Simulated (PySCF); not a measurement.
## Two-component Hartree-Fock for C²⁺ (carbon, charge +2)

Start: [He] 2s2. Calculated with PySCF 2.14 in x2c-QZVPPall-2c: generalised Hartree-Fock with the X2C-1e Hamiltonian and a Gaussian nucleus; one run each with spin-orbit coupling (SO) switched off, then screened by Boettger's factors.

```csv
spinor shell,electrons,"ε, spin-free (eV)","ε, screened SO (eV)",weight of nominal j (screened SO),"rms radius, screened SO (bohr)"
1s1/2,2,-344.35,-344.35,1.000,0.310
2s1/2,2,-46.117,-46.117,1.000,1.49
```

```csv
quantity,spin-free,screened SO
E (hartree),-36.42367,-36.42367
M_J,0,0
⟨J²⟩,0.000,0.000
⟨L²⟩,0.000,0.000
⟨S²⟩,0.000,0.000
```

Without spin-orbit coupling the j labels of p, d and f shells carry no meaning; the spin-free column gives the mean over the occupied spinors of each nl shell.
